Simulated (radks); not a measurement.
Q: The table gives one normalised radial function P(r) = r R(r) of Dy51+ in [Ne] 3s2 3p3 (r in bohr). Method: scalar-relativistic Kohn-Sham, SCAN, spin-polarised, spherical densities, finite nucleus; open shells are filled with parallel spins first (spin-orbit coupling, left out, can overturn this in heavy ions); meta-GGA in the generalised Kohn-Sham scheme; Fermi nuclear charge, rms radius 5.2218 fm; computed with a radial shooting solver on a logarithmic mesh with Libxc functionals.

| r | P |
|---|---|
| 0.00117 | 0.0163 |
| 0.001624 | 0.0284 |
| 0.002236 | 0.0490 |
| 0.003104 | 0.0854 |
| 0.004274 | 0.1465 |
| 0.005934 | 0.2523 |
| 0.008171 | 0.4227 |
| 0.01134 | 0.7012 |
| 0.01562 | 1.1107 |
| 0.02169 | 1.6933 |
| 0.02986 | 2.3883 |
| 0.04146 | 3.0824 |
| 0.05709 | 3.4707 |
| 0.07925 | 3.2613 |
| 0.1091 | 2.4020 |
| 0.1515 | 1.2458 |
| 0.2086 | 0.4175 |
| 0.2896 | 0.0713 |
| 0.3989 | 0.0053 |
| 0.5537 | 0.0001 |

Which n and l does it have? It may be an empty orbital.

A: n = 2, l = 1: the number of nodes gives n - l - 1 = 0, the rise at small r (about r^(l+1), flatter next to the nucleus through relativity) gives l, and the extent must fit the shell. The curve is that of 2p up; the table hardly tells the two spins apart. 2p up: eigenvalue -11484.7 eV, 0 radial nodes, <r> = 0.0783 bohr, 90 % of the charge inside 0.127 bohr.
